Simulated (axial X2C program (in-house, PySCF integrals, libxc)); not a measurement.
# Worked dissociation energy of MgCo: HF, scalar-relativistic

Computed with an in-house relativistic program for diatomic molecules. Spin-free means the one-electron spin-free X2C Hamiltonian. Basis: Co dyall-cv3z [9s10p6d3f2g], Mg dyall-cv3z [9s8p6d3f] (cores contracted in-house); Gaussian nuclei, density fitting, unrestricted open shells. Masses: Co 58.933 u, Mg 23.985 u.

Molecular state: M_S = 3/2, Λ = 3 (beyond evenly filled blocks: σα, π+α, π+β, π-α, δ+α, δ+β, δ-α).

| Item | Value |
| --- | --- |
| E(Co) (2M_S = 3, M_L = 2) | -1391.911106 hartree |
| E(Mg) (2M_S = 0, M_L = 0) | -199.921712 hartree |
| E(MgCo) at Re | -1591.762967 hartree |
| ωe | 128.4 cm⁻¹ |
| ωexe | 2.89 cm⁻¹ |

Problem. Work out De and D0.

Solution. De = -1391.911106 + (-199.921712) − (-1591.762967) = -0.06985 hartree = -1.901 eV. The zero-point energy is ωe/2 − ωexe/4 = 63 cm⁻¹ = 0.008 eV, so D0 = -1.909 eV. A negative De means the minimum lies above these fragments, at Hartree–Fock because correlation, which is larger in the molecule than in the atoms, is missing; it does not show that the molecule is unbound.

Occupations by symmetry block were frozen at the best pattern of an incomplete PBE0 search. De is counted from the lowest determinant-based energies of the atoms at the same level, without counterpoise correction. Other states lie close and PBE0, whose exact exchange favours high spin, may order them wrongly; the determinant shown need not be the ground state. The nearest other spin-free determinant of the search, M_S = 3/2, Λ = 0, lies 0.08 eV up at the distance of the search. The atomic limit has a lower orbital projection than the molecule and lies lower at mean-field level, so De may be about a tenth of an eV too small. The determinant is spin-polarised beyond a pure state at some levels (its spin-free form has ⟨S²⟩ too high), which makes Re and μ there less reliable. With spin–orbit coupling the lowest determinant has another configuration, so this spin-free state is a model.

Hartree–Fock lacks correlation and underbinds, often by eV.

Each atomic determinant is the lowest at this level and need not be a pure term. Totals compare only within one Hamiltonian and basis.
